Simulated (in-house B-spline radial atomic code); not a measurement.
# Response and correlation of B+

Closed shell [He] 2s2. Computed with a B-spline radial code for spherical atoms: Dirac-Hartree-Fock, relativistic RPA (time-dependent Dirac-Hartree-Fock) for the response and second-order many-body perturbation theory for correlation, no-pair Dirac-Coulomb Hamiltonian, finite nucleus.

Command:
```bash
python run_mb.py task.json out
```
Settings (nuclear radius in fm, box in bohr, cutoff in hartree):
```
basis_form          2
Z                   5
core_configuration  [He] 2s2
rms_radius          2.406
mass_number         11
speed_of_light      137.036
box_radius          25.846
lmax                7
intervals           68
virtual_cutoff      2000.0
```

Cost of the run: 0.6 s on 1 thread of Arm Neoverse V1, with other jobs on the host.

```json
{"multipole (bohr³, bohr⁵, bohr⁷)": "dipole", "uncoupled": "8.1346", "coupled RPA": "11.365"}
{"multipole (bohr³, bohr⁵, bohr⁷)": "quadrupole", "uncoupled": "20.766", "coupled RPA": "?"}
{"multipole (bohr³, bohr⁵, bohr⁷)": "octupole", "uncoupled": "140.92", "coupled RPA": "178.74"}
```

(1) What is the coupled quadrupole polarisability?

(2) Which subshells carry the dipole polarisability?

(3) What does the dipole shielding factor come to?

Dipole polarisability at imaginary frequency:

```
u (Eh)  α(iu) (bohr³)
     0          11.37
 0.141          9.484
 0.424          4.224
 0.849          1.607
  1.41         0.7141
  2.83         0.2233
  5.66        0.07086
  14.1        0.01562
```

(4) What dispersion coefficients follow for two such ions (the dispersion part alone)?

Lowest J = 1 odd-parity excitations:

```csv
energy (eV),oscillator strength,leading channel,weight
1.3193,3.38e-09,2s1/2 → p1/2,0.667
8.344,1,2s1/2 → p3/2,0.667
16.564,2.22e-07,2s1/2 → p1/2,0.668
16.972,0.0834,2s1/2 → p3/2,0.668
19.932,1.05e-07,2s1/2 → p1/2,0.668
20.064,0.0397,2s1/2 → p3/2,0.668
21.462,6.86e-08,2s1/2 → p1/2,0.668
21.538,0.0259,2s1/2 → p3/2,0.668
```

For an outer ns² shell RPA puts the lowest triplet far too low, and second order misses the ns²-np² near-degeneracy.

Second-order correlation energy by the highest angular momentum of the excited pair (hartree): s -0.01584, p -0.05877, d -0.008693, f -0.00249, g -0.0009556, h -0.0004392, i -0.0002276, k -0.0001266.

(5) What is the second-order correlation energy at the partial-wave limit?

Answers

(1) 28.233 atomic units, +36 % against the uncoupled value.

(2) 2s1/2 100.2 %, 1s1/2 -0.2 %.

(3) The dipole shielding factor is 0.800, against the exact N/Z = 4/5 = 0.800 of the non-relativistic theorem.

(4) C6 = (3/π)∫α(iu)²du = 31.65 hartree·bohr⁶ and C8 = 543.9 hartree·bohr⁸.

(5) The listed waves sum to -0.087541 hartree; extrapolating the increments as (l + 1/2)⁻⁴ gives -0.087799 hartree, -0.597 eV per electron.
